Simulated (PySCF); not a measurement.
Te(GeH3)(OSiH3) (GeH6OSiTe), SMILES [SiH3]O[Te][GeH3]. Atoms are numbered in the order given.

```xyz
10

Te    -0.0087    -0.4176     0.9188
Ge    -1.0969     1.5121    -0.4254
H     -2.4355     1.8325     0.2711
H     -0.1685     2.7399    -0.4072
H     -1.3335     1.0446    -1.8727
O      1.5651    -0.5299    -0.3601
Si     1.5822    -1.5948    -1.6522
H      1.4810    -3.0142    -1.1984
H      2.8800    -1.3846    -2.3511
H      0.4551    -1.3231    -2.5949
```

Coordinates come from a B3LYP-D3(BJ)/def2-SVP optimisation. The structure was generated by enumeration, and PubChem lists no compound with its InChIKey, so it may never have been made. The def2 effective core potentials stand for the cores of Te; spin–orbit coupling is left out. One conformer was computed; it need not be the lowest.

These are M06-2X/def2-TZVP (PySCF) values and carry that method's errors.

Atomic charges (e):

```csv
atom,Löwdin,Mulliken
Te1,0.36,0.15
Ge2,0.20,0.07
H3,-0.06,0.03
H4,-0.06,0.04
H5,-0.06,0.04
O6,-0.30,-0.59
Si7,0.08,0.36
H8,-0.05,-0.04
H9,-0.05,-0.03
H10,-0.05,-0.04
```
